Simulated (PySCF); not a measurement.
Constitutional and geometric isomers with formula C2H3BO. All species are isolated molecules in the gas phase. One relaxed conformer stands for each flexible species; it need not be the lowest. Strings in code marks are SMILES.

The numbers are results of PySCF with PBE-D3(BJ)/def2-TZVP, not measurements. All candidates: neutral, multiplicity 1. Excitations are Tamm–Dancoff values on a coarser integration grid. The basis has no diffuse functions, so Rydberg states are missing or too high.

| Property | Result |
|---|---|
| brightest of the four lowest singlets (TDA) | 5.03 eV |
| LUMO | -3.22 eV |
| S1 excitation (TDA) | 3.20 eV |

Task: Name which member has these values.
A) `C=CB=O`
B) `BOC#C`
C) `C=BC=O`
D) `B1[C@@H]2O[C@H]12`

Result: C, `C=BC=O`. The others give `C=CB=O`: 6.09 eV, -2.69 eV, 5.64 eV; `BOC#C`: 4.75 eV, -2.40 eV, 4.31 eV; `B1[C@@H]2O[C@H]12`: 4.68 eV, -1.73 eV, 4.68 eV
